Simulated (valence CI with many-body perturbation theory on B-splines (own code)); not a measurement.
## W LX: electric-dipole lines

Computed by configuration interaction combined with many-body perturbation theory (CI+MBPT): five valence electrons over a frozen Dirac-Fock core [Ne], radial functions for each j: 9 s, 9 p, 8 d, 6 f, 3 g, 1 h, with the one-electron correlation potential Σ1 (screened to all orders), the two-electron term Σ2, the three-electron term Σ3, Breit, model QED; selected single and double excitations, second order for the rest (own B-spline code, finite nucleus).

No measured spectrum was set against this ion. As an estimate, large intervals hold to a few tenths of a per cent, small ones and those within an open d or f shell to about a per cent. Among the levels kept, up to 540 cm⁻¹ of a level comes from second order outside the variational space, and about a tenth of that is noise between levels of different J, which matters for small intervals.

Lines 151 to 200 of 221 in falling wavelength, among levels below 931.50 eV, chosen from the strongest by gf and those to the six lowest levels. Wavelengths and rates use the calculated energies. Electric multipoles are in the length gauge, E1 and E2 with the static RPA response of the core. Weak lines are less certain than strong ones. Lines between different terms over intervals too small for the method are left out, as are lines whose strength nearly cancels. The highest levels of a list are the least certain.

Levels are named by their leading jj configuration (3d3/2^4 stands for four electrons in 3d with j = 3/2), which in mixed levels can hold well under half, so a name can repeat and another be missing. Letters in brackets count levels of one name in rising energy.

| λ vac (nm) | Upper | Lower | A (s⁻¹) | log gf | Branch % |
| --- | --- | --- | --- | --- | --- |
| 3.555 | (3s 3p1/2^2 3p3/2 3d5/2) J=7/2 [b] | (3s 3p1/2^2 3p3/2^2) J=5/2 | 1.62e+11 | -0.61 | 13.4 |
| 3.500 | (3s^2 3p1/2 3d3/2 3d5/2) J=5/2 | (3s 3p1/2^2 3p3/2^2) J=3/2 | 6.12e+09 | -2.17 | 1.3 |
| 3.494 | (3s^2 3p1/2 3p3/2 3d5/2) J=3/2 [b] | (3s^2 3p1/2 3p3/2^2) J=3/2 | 1.59e+07 | -4.93 | 0.0 |
| 3.457 | (3s^2 3p1/2 3p3/2 3d5/2) J=1/2 | (3s^2 3p1/2 3p3/2^2) J=3/2 | 6.77e+10 | -1.62 | 13.0 |
| 3.437 | (3s^2 3p1/2 3d3/2 3d5/2) J=3/2 | (3s 3p1/2^2 3p3/2^2) J=3/2 | 1.04e+10 | -2.13 | 2.2 |
| 3.418 | (3s 3p1/2^2 3p3/2 3d5/2) J=5/2 [b] | (3s 3p1/2^2 3p3/2^2) J=5/2 | 2.85e+10 | -1.52 | 2.7 |
| 3.398 | (3s 3p1/2^2 3p3/2 3d5/2) J=3/2 [b] | (3s 3p1/2^2 3p3/2^2) J=5/2 | 2.45e+10 | -1.77 | 2.1 |
| 3.263 | (3s^2 3p1/2 3d3/2 3d5/2) J=7/2 | (3s 3p1/2^2 3p3/2^2) J=5/2 | 6.65e+09 | -2.07 | 1.8 |
| 3.198 | (3s^2 3p3/2^3) J=3/2 | (3s^2 3p1/2^2 3d5/2) J=5/2 | 5.11e+06 | -5.50 | 0.3 |
| 2.973 | (3s 3p1/2^2 3p3/2 3d3/2) J=5/2 [a] | (3s^2 3p1/2^2 3d5/2) J=5/2 | 3.31e+08 | -3.58 | 0.8 |
| 2.958 | (3s 3p1/2^2 3p3/2 3d3/2) J=3/2 [a] | (3s^2 3p1/2^2 3d5/2) J=5/2 | 1.30e+08 | -4.17 | 0.1 |
| 2.899 | (3s 3p1/2^2 3p3/2 3d3/2) J=7/2 | (3s^2 3p1/2^2 3d5/2) J=5/2 | 1.40e+10 | -1.85 | 31.7 |
| 2.780 | (3s 3p1/2^2 3p3/2 3d3/2) J=3/2 [b] | (3s^2 3p1/2^2 3d5/2) J=5/2 | 4.63e+09 | -2.67 | 0.7 |
| 2.712 | (3s 3p1/2^2 3p3/2 3d3/2) J=5/2 [b] | (3s^2 3p1/2^2 3d5/2) J=5/2 | 6.16e+09 | -2.39 | 0.5 |
| 2.572 | (3s^2 3p3/2^3) J=3/2 | (3s^2 3p1/2^2 3d3/2) J=3/2 | 5.05e+08 | -3.70 | 31.6 |
| 2.540 | (3s^2 3p1/2 3d3/2^2) J=5/2 | (3s^2 3p1/2^2 3d5/2) J=5/2 | 4.24e+08 | -3.61 | 0.0 |
| 2.482 | (3s 3p1/2 3p3/2^3) J=3/2 [a] | (3s^2 3p1/2 3p3/2^2) J=1/2 | 2.80e+10 | -1.99 | 2.4 |
| 2.424 | (3s 3p1/2^2 3p3/2 3d3/2) J=5/2 [a] | (3s^2 3p1/2^2 3d3/2) J=3/2 | 4.11e+09 | -2.66 | 9.7 |
| 2.414 | (3s 3p1/2^2 3p3/2 3d3/2) J=3/2 [a] | (3s^2 3p1/2^2 3d3/2) J=3/2 | 4.45e+10 | -1.81 | 45.8 |
| 2.408 | (3s 3p1/2 3p3/2^3) J=3/2 [a] | (3s^2 3p1/2 3p3/2^2) J=5/2 | 4.45e+10 | -1.81 | 3.8 |
| 2.404 | (3s 3p1/2^2 3p3/2^2) J=5/2 | (3s^2 3p1/2^2 3p3/2) J=3/2 | 3.26e+11 | -0.77 | 92.7 |
| 2.404 | (3s 3p1/2^2 3p3/2 3d3/2) J=1/2 [a] | (3s^2 3p1/2^2 3d3/2) J=3/2 | 4.19e+09 | -3.14 | 10.0 |
| 2.404 | (3s 3p1/2^2 3p3/2 3d5/2) J=5/2 [a] | (3s^2 3p1/2^2 3d5/2) J=5/2 | 1.97e+11 | -0.99 | 47.6 |
| 2.369 | (3s 3p1/2^2 3p3/2 3d5/2) J=7/2 [a] | (3s^2 3p1/2^2 3d5/2) J=5/2 | 3.56e+10 | -1.62 | 10.2 |
| 2.362 | (3s 3p1/2^2 3p3/2 3d5/2) J=3/2 [a] | (3s^2 3p1/2^2 3d5/2) J=5/2 | 1.30e+11 | -1.36 | 17.2 |
| 2.354 | (3s 3p1/2 3p3/2^3) J=3/2 [a] | (3s^2 3p1/2 3p3/2^2) J=3/2 | 1.08e+12 | -0.44 | 93.4 |
| 2.326 | (3s 3p1/2 3p3/2^3) J=5/2 | (3s^2 3p1/2 3p3/2^2) J=5/2 | 1.14e+12 | -0.25 | 98.0 |
| 2.316 | (3s^2 3p1/2 3d3/2^2) J=3/2 | (3s^2 3p1/2^2 3d5/2) J=5/2 | 1.05e+10 | -2.47 | 0.2 |
| 2.305 | (3s 3p1/2 3p3/2^3) J=1/2 | (3s^2 3p1/2 3p3/2^2) J=1/2 | 1.21e+12 | -0.71 | 54.1 |
| 2.295 | (3s 3p1/2 3p3/2^3) J=3/2 [b] | (3s^2 3p1/2 3p3/2^2) J=1/2 | 3.50e+11 | -0.96 | 13.2 |
| 2.294 | (3s 3p1/2^2 3p3/2 3d3/2) J=3/2 [b] | (3s^2 3p1/2^2 3d3/2) J=3/2 | 5.94e+11 | -0.73 | 88.1 |
| 2.294 | (3s 3p1/2^2 3p3/2 3d5/2) J=7/2 [b] | (3s^2 3p1/2^2 3d5/2) J=5/2 | 9.74e+11 | -0.21 | 80.3 |
| 2.275 | (3s 3p1/2 3p3/2^3) J=5/2 | (3s^2 3p1/2 3p3/2^2) J=3/2 | 4.11e+09 | -2.72 | 0.4 |
| 2.273 | (3s 3p1/2^2 3p3/2^2) J=3/2 | (3s^2 3p1/2^2 3p3/2) J=3/2 | 8.64e+11 | -0.57 | 94.5 |
| 2.265 | (3s 3p1/2^2 3p3/2^2) J=1/2 | (3s^2 3p1/2^2 3p3/2) J=3/2 | 6.55e+11 | -1.00 | 95.0 |
| 2.248 | (3s 3p1/2^2 3p3/2 3d3/2) J=5/2 [b] | (3s^2 3p1/2^2 3d3/2) J=3/2 | 1.12e+12 | -0.29 | 94.2 |
| 2.236 | (3s 3p1/2^2 3p3/2 3d5/2) J=5/2 [b] | (3s^2 3p1/2^2 3d5/2) J=5/2 | 5.25e+11 | -0.63 | 49.5 |
| 2.232 | (3s 3p1/2 3p3/2^3) J=3/2 [b] | (3s^2 3p1/2 3p3/2^2) J=5/2 | 2.02e+12 | -0.22 | 76.3 |
| 2.230 | (3s 3p1/2^2 3p3/2 3d3/2) J=1/2 [b] | (3s^2 3p1/2^2 3d3/2) J=3/2 | 1.31e+12 | -0.71 | 94.1 |
| 2.228 | (3s 3p1/2^2 3p3/2 3d5/2) J=3/2 [b] | (3s^2 3p1/2^2 3d5/2) J=5/2 | 8.15e+11 | -0.62 | 69.1 |
| 2.194 | (3s 3p1/2 3p3/2^3) J=1/2 | (3s^2 3p1/2 3p3/2^2) J=3/2 | 9.94e+11 | -0.84 | 44.4 |
| 2.185 | (3s 3p1/2 3p3/2^3) J=3/2 [b] | (3s^2 3p1/2 3p3/2^2) J=3/2 | 2.46e+11 | -1.15 | 9.3 |
| 2.181 | (3s^2 3p1/2 3p3/2 3d3/2) J=5/2 [a] | (3s^2 3p1/2^2 3p3/2) J=3/2 | 2.05e+09 | -3.06 | 23.8 |
| 2.169 | (3s^2 3p1/2 3d3/2 3d5/2) J=7/2 | (3s^2 3p1/2^2 3d5/2) J=5/2 | 6.96e+10 | -1.41 | 19.3 |
| 2.169 | (3s^2 3p1/2 3p3/2 3d3/2) J=1/2 [a] | (3s^2 3p1/2^2 3p3/2) J=3/2 | 3.02e+09 | -3.37 | 26.5 |
| 2.168 | (3s^2 3p1/2 3p3/2 3d3/2) J=3/2 [a] | (3s^2 3p1/2^2 3p3/2) J=3/2 | 2.61e+11 | -1.13 | 92.6 |
| 2.154 | (3s^2 3p1/2 3d3/2 3d5/2) J=5/2 | (3s^2 3p1/2^2 3d5/2) J=5/2 | 1.19e+11 | -1.31 | 25.8 |
| 2.130 | (3s^2 3p1/2 3d3/2 3d5/2) J=3/2 | (3s^2 3p1/2^2 3d5/2) J=5/2 | 1.58e+10 | -2.37 | 3.4 |
| 2.128 | (3s^2 3p1/2 3d3/2^2) J=5/2 | (3s^2 3p1/2^2 3d3/2) J=3/2 | 1.97e+12 | -0.09 | 98.8 |
| 2.032 | (3s 3p1/2^2 3p3/2 3d5/2) J=5/2 [a] | (3s^2 3p1/2^2 3d3/2) J=3/2 | 2.23e+08 | -4.08 | 0.1 |
